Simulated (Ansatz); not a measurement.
`[F][Al@-]1([Cl])[Cl+][Al@-]([F])([Cl])[Cl+]1`. Charge 0, multiplicity 1. Geometry: relaxed with PBE0-D4/def2-TZVP.

```xyz
8

F     0.973   -0.734    2.435
Al    0.863    0.389    1.251
Cl    1.811    2.224    1.389
Cl   -1.318    0.629    0.713
Al   -0.863   -0.388   -1.251
F    -0.975    0.730   -2.439
Cl   -1.808   -2.225   -1.382
Cl    1.318   -0.624   -0.716
```

Problem. What is the dipole moment at B3LYP/def2-TZVPP? (An estimate is asked.)

Solution. Computed: 0.01 D, zero by symmetry or nearly so.

Problem. Give the Mulliken charges with B3LYP, ωB97M-V, r2SCAN in def2-TZVPP. (An estimate is asked.)

Solution. The calculation gave: 
```csv
atom,B3LYP,ωB97M-V,r2SCAN
F1,-0.32,-0.31,-0.32
Al2,0.66,0.58,0.66
Cl3,-0.21,-0.18,-0.21
Cl4,-0.13,-0.09,-0.13
Al5,0.66,0.58,0.66
F6,-0.32,-0.31,-0.32
Cl7,-0.21,-0.18,-0.21
Cl8,-0.13,-0.09,-0.13
```

B3LYP here is the variant with VWN-RPA as its local correlation; programs differ in this.
